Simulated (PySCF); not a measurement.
Molecule: `CO[C@@H]1C(=C)C(=C)[C@H]1F`, C7H9FO.

Numbering as in the mapped SMILES `[CH2:1]=[C:2]1[C:3](=[CH2:4])[C@@H:5]([O:6][CH3:7])[C@@H:8]1[F:9]`. Each H is labelled by its parent atom. Ha(C4) is cis to C2; Ha(C1) is cis to C3; Hb(C4) is trans to C2; Hb(C1) is trans to C3.

Geometry GFN2-xTB throughout; GIAO in PySCF 2.14.0 with density-fitted response routines, gas phase, one conformer, non-relativistic; equivalent atoms averaged; basis pcSseg-1.

A run gave: C2 45.3, C8 105.7, C7 139.7, Ha(C4) 26.19, Hb(C1) 26.33, Hb(C4) 26.44, H(C8) 27.07, H(C5) 28.07, H(C7) 28.70 ppm (absolute shieldings σ).

Question: Which functional was used in that run?
A. revPBE
B. B97-2
C. HF
D. PBE0

Answer: C. C8 tells them apart best: HF gives 105.7, PBE0 gives 89.9, revPBE gives 83.9, B97-2 gives 90.1 ppm.
